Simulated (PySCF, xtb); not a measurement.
Si(OMe)4 (C4H12O4Si), SMILES CO[Si](OC)(OC)OC. One conformer was computed; it need not be the lowest.

Harmonic wavenumbers (cm⁻¹) from GFN2-xTB run with xtb at its own minimum, in rising order: 41, 62, 78, 78, 84, 86, 87, 88, 98, 151, 151, 204, 248, 284, 382, 382, 385, 636, 784, 828, 828, 1122, 1128, 1128, 1128, 1130, 1133, 1133, 1141, 1151, 1154, 1154, 1159, 1402, 1406, 1406, 1407, 1470, 1470, 1471, 1471, 1483, 1483, 1484, 1485, 2952, 2953, 2953, 2954, 2978, 2979, 2979, 2979, 2983, 2983, 2984, 2984.

Q: What does PBE0-D3(BJ)/def2-SVP run with PySCF 2.14.0 give at its own minimum? (Estimate from the structure and the level; the computed values follow.)

A: 40, 54, 72, 72, 74, 79, 80, 80, 114, 159, 159, 216, 268, 318, 407, 413, 413, 646, 838, 874, 874, 1176, 1177, 1177, 1182, 1183, 1184, 1184, 1185, 1223, 1231, 1231, 1242, 1466, 1469, 1469, 1472, 1477, 1478, 1478, 1478, 1482, 1482, 1482, 1482, 3028, 3028, 3028, 3030, 3114, 3114, 3115, 3115, 3143, 3143, 3143, 3143. Paired by order, the mean absolute difference is 50 cm⁻¹ and the zero-point energies are 104.0 and 107.9 kcal/mol.
